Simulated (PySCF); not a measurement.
Several species in one continuum solvent.

All values: PBE0/pcSseg-1 (PySCF, non-relativistic), each on one gas-phase PBE0-D3(BJ)/def2-SVP geometry that isn't relaxed in the solvent. The solvent is an IEF-PCM continuum (cavity from Bondi-type radii × 1.2). The model holds no explicit solvent molecules, cavitation or dispersion.

Question: Order them by E(solvent) − E(gas) in cyclohexane (ε = 2.017), most negative first (kJ/mol).
A. `[CH3:1][CH2:2][O:3][SiH2:4][NH:5][SiH3:6]` with C1–C2–O3–Si4 -177°, C2–O3–Si4–N5 176°, O3–Si4–N5–Si6 -3°
B. `[CH3:1][O:2][C@H:3]([SiH3:4])[SiH2:5][NH2:6]` with C1–O2–C3–Si4 -86°, O2–C3–Si5–N6 -51°, C3–Si5–N6–H -178° and 46°
C. `[CH3:1][O:2][CH2:3][SiH2:4][SiH2:5][NH2:6]` with C1–O2–C3–Si4 180°, O2–C3–Si4–Si5 43°, C3–Si4–Si5–N6 170°, Si4–Si5–N6–H 52° and -172°
D. `[NH2:1][SiH2:2][CH2:3][CH2:4][SiH2:5][OH:6]` with H–N1–Si2–C3 -64° and 168°, N1–Si2–C3–C4 -70°, Si2–C3–C4–Si5 69°, C3–C4–Si5–O6 -67°, C4–Si5–O6–H 53°

Answer: D (-11.2), C (-8.2), B (-7.0), A (-4.6).

| SMILES | charge | ΔE (kJ/mol) | polarisation term (kJ/mol) | HOMO shift (eV) | dipole gas (D) | dipole solvent (D) | atoms |
| --- | --- | --- | --- | --- | --- | --- | --- |
| N[SiH2]CC[SiH2]O | 0 | -11.2 | -11.7 | 0.00 | 3.25 | 3.53 | 17 |
| COC[SiH2][SiH2]N | 0 | -8.2 | -8.6 | 0.00 | 0.42 | 0.45 | 17 |
| CO[C@H]([SiH3])[SiH2]N | 0 | -7.0 | -7.3 | +0.04 | 1.46 | 1.59 | 17 |
| CCO[SiH2]N[SiH3] | 0 | -4.6 | -4.8 | +0.02 | 1.21 | 1.34 | 17 |

The polarisation term is half the interaction of the solute with the induced surface charges.
